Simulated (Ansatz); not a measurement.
Reaction (atomization): `C[Se][In]([F])[F]` → C• + 2 F• + 3 H• + In• + Se•

Calculated with Ansatz (gas phase, PBE0-D4/def2-TZVP geometries, no zero-point term in ΔE). CCSD(T)/CBS is the MP2 limit (def2-TZVPP, def2-QZVPP) plus CCSD(T) − MP2 in def2-TZVPP, frozen cores. This one scheme is used for every species, atoms too. DFT in def2-TZVPP. HSE06 is defined as in plane-wave codes. No spin–orbit coupling; open shells (•) take unrestricted orbitals. Spin–orbit coupling would lower the free atoms: a little for C, F; clearly for Se; strongly for In. Elements past krypton have def2 core potentials. Bonds to In, Se are less sure, by a few kJ/mol each and by 10 to 20 or more in all where they break to atoms, as the def2 sets lack core-valence functions. Scalar relativity is left out up to krypton. One conformer a species, not always the lowest.

(1) What is ΔE at CCSD(T)/CBS? (An estimate is asked.)

(2) What do these levels give: r2SCAN-D4, HSE06-D4, BHLYP-D4, revPBE, CAM-B3LYP, MP2/def2-TZVPP? (An estimate is asked.)

Largest T1 diagnostic among the species: 0.015.

Answers

(1) Computed: +2651.1 kJ/mol.

(2) The calculation gave: r2SCAN-D4 2638.5, HSE06-D4 2608.8, BHLYP-D4 2494.6, revPBE 2555.8, CAM-B3LYP 2601.7, MP2/def2-TZVPP 2628.7 kJ/mol.

From PBE to PBE0 (25 % exact exchange), in def2-TZVPP and without D4, ΔE moves by −75.7 kJ/mol: exact exchange takes away binding that semilocal exchange gives to molecules. In def2-TZVPP, CCSD(T) changes the Hartree–Fock value by +727.2 kJ/mol (the triples alone add +53.8 kJ/mol) and MP2 by +798.9 kJ/mol; breaking electron pairs costs correlation energy, which Hartree–Fock lacks.

For atomizations the MP2-based limit and the directly extrapolated one differ by several kJ/mol either way, and by 10 to 25 for some Ge, Se and Sn compounds, so smaller differences from it don't rank the levels.
